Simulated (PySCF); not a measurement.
How the method moves the HOMO and LUMO of `FC(F)[SiH2]O[SiH3]`

Species: CH6F2OSi2.
Z-matrix (Å and degrees, PBE0-D3(BJ)/def2-SVP geometry), rows numbered from 1:
```
F 
C   1  1.3634
F   2  1.3604  1  108.29
Si  2  1.9163  1  108.78  3   118.39
O   4  1.6517  2  107.99  1    57.81
Si  5  1.6644  4  143.98  2   -63.75
H   2  1.1065  1  107.45  3  -116.26
H   4  1.4905  2  107.11  1   -62.72
H   4  1.4872  2  109.29  1   176.63
H   6  1.4934  5  109.89  4   -53.33
H   6  1.4918  5  110.27  4    67.29
H   6  1.4891  5  107.81  4  -173.05
```

Basis pcSseg-1 throughout (PySCF), one geometry. The structure is a single PBE0-D3(BJ)/def2-SVP conformer in the gas phase; no vibrational or solvent corrections.

Task: How do the orbital energies, the gap and the dipole change with the method?

Result: 
| method | kind | HOMO (eV) | LUMO (eV) | gap (eV) | μ (D) | SCF cycles |
| --- | --- | --- | --- | --- | --- | --- |
| BLYP | GGA | -6.75 | -0.90 | 5.85 | 1.30 | 15 |
| OPBE | GGA | -6.80 | -0.86 | 5.94 | 1.24 | 15 |
| PBE | GGA | -6.82 | -1.08 | 5.74 | 1.28 | 15 |
| B97-D | GGA | -6.91 | -0.88 | 6.03 | 1.34 | 15 |
| LDA | LDA | -6.95 | -1.38 | 5.57 | 1.33 | 14 |
| KT2 | GGA | -6.96 | -1.29 | 5.67 | 1.33 | 15 |
| BP86 | GGA | -6.96 | -1.12 | 5.83 | 1.31 | 15 |
| KT3 | GGA | -7.00 | -1.11 | 5.89 | 1.31 | 15 |
| B97-2 | global hybrid | -8.15 | -0.15 | 8.01 | 1.45 | 14 |
| B3LYP | global hybrid | -8.18 | -0.37 | 7.81 | 1.45 | 13 |
| PBE0 | global hybrid | -8.40 | -0.18 | 8.21 | 1.45 | 13 |
| mPW1PW91 | global hybrid | -8.45 | -0.16 | 8.30 | 1.47 | 13 |
| CAM-B3LYP | range-separated hybrid | -9.83 | 0.89 | 10.72 | 1.50 | 13 |
| BHandHLYP | global hybrid | -9.91 | 0.78 | 10.69 | 1.61 | 12 |
| wB97X-D | range-separated hybrid | -10.33 | 1.65 | 11.98 | 1.51 | 13 |
| LC-wPBE | range-separated hybrid | -11.12 | 2.11 | 13.24 | 1.48 | 13 |
| HF | Hartree–Fock | -12.22 | 3.20 | 15.42 | 1.77 | 10 |

The HOMO spans 5.47 eV, from BLYP down to HF, and the gap runs from 5.57 eV (LDA) to 15.42 eV (HF). Over the methods BLYP (0 %), OPBE (0 %), PBE (0 %), B97-D (0 %), LDA (0 %), KT2 (0 %), BP86 (0 %), KT3 (0 %), B97-2 (21 %), B3LYP (20 %), PBE0 (25 %), mPW1PW91 (25 %), BHandHLYP (50 %), HF (100 %), a straight line through the gap against the share of exact exchange rises by 0.96 eV for each 10 % (correlation coefficient 0.999). The dipole ranges from 1.24 D (OPBE) to 1.77 D (HF). This basis has no diffuse functions.
